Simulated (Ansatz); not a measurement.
Geometry optimisation, Ansatz 0.2.0, RKS PBE-D4/def2-SVPD.

input.yaml

```yaml
crystal:
  periodic: [false, false, false]
  atoms:
    - { symbol: Ga, position_ang: [-0.425783, 0.466634, -0.851916] }
    - { symbol: Br, position_ang: [0.528483, -1.385158, 2.227169] }
    - { symbol: H, position_ang: [-0.829297, -0.661078, -1.865225] }
    - { symbol: H, position_ang: [-1.462575, 1.524368, -0.304067] }
    - { symbol: H, position_ang: [1.133817, -0.504052, 1.19459] }
    - { symbol: H, position_ang: [1.055356, 0.559487, -0.400452] }
basis:
  gaussian: { orbitals: def2-SVPD }
hamiltonian:
  xc: pbe
  dispersion: d4
relax:
  f_tol: 0.03
  max_steps: 50
```

Run as:

```bash
$ ansatz run input.yaml --threads 2 --pin off --max-ram 3072MiB --backend cpu --events-out ev --progress --plain --runs-dir out
```

Task: Where does it end, and by what steps?

Result: It converged. After 6 steps the energy has fallen by 0.101 eV; Br2 moved furthest, 0.58 Å.

```json
{"step": "0", "energy less start (eV)": "0.0000", "largest force component (eV/Å)": "0.583", "accepted": "yes"}
{"step": "1", "energy less start (eV)": "-0.0474", "largest force component (eV/Å)": "0.282", "accepted": "yes"}
{"step": "2", "energy less start (eV)": "-0.0541", "largest force component (eV/Å)": "0.221", "accepted": "yes"}
{"step": "3", "energy less start (eV)": "-0.0784", "largest force component (eV/Å)": "0.277", "accepted": "yes"}
{"step": "4", "energy less start (eV)": "-0.0971", "largest force component (eV/Å)": "0.161", "accepted": "yes"}
{"step": "5", "energy less start (eV)": "-0.0996", "largest force component (eV/Å)": "0.076", "accepted": "yes"}
{"step": "6", "energy less start (eV)": "-0.1014", "largest force component (eV/Å)": "0.018", "accepted": "yes"}
```

```xyz
6
Properties=species:S:1:pos:R:3
Ga -0.384 0.331 -0.632
Br 0.204 -1.187 1.788
H -0.714 -0.823 -1.639
H -1.352 1.426 -0.066
H 1.046 -0.316 0.878
H 1.199 0.569 -0.329
```

The run took 12 s on 2 threads of Intel(R) Xeon(R) Platinum 8375C CPU @ 2.90GHz (Ice Lake), on a shared host, peak memory 0.18 GiB.
